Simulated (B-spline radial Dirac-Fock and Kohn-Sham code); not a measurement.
Diagram lines of Ca²⁺

System: Ca²⁺, configuration 1s2 2s2 2p6 3s2 3p6, inside a Watson sphere of charge -2 and radius 1.8 Å (a model of the Madelung potential; inside it an electron's potential energy is raised by 16.0 eV).

Method: Dirac-Fock (average of configuration) total-energy differences with a finite nucleus, the Breit interaction including its frequency dependence, and self-energy and vacuum-polarisation corrections. Computed with a radial B-spline solver. A line energy is the difference of two single-hole energies; the list is a selection of electric-dipole transitions between resolved j subshells. No correlation.

```tsv
line	energy (eV)	wavelength (Å)
Kβ1 (K-M3)	4015.1	3.0880
Kβ3 (K-M2)	4014.7	3.0883
Kα1 (K-L3)	3690.8	3.3593
Kα2 (K-L2)	3687.2	3.3625
Lβ3 (L1-M3)	417.0	29.730
Lβ4 (L1-M2)	416.6	29.758
Lη (L2-M1)	302.8	40.946
Lℓ (L3-M1)	299.2	41.434
```
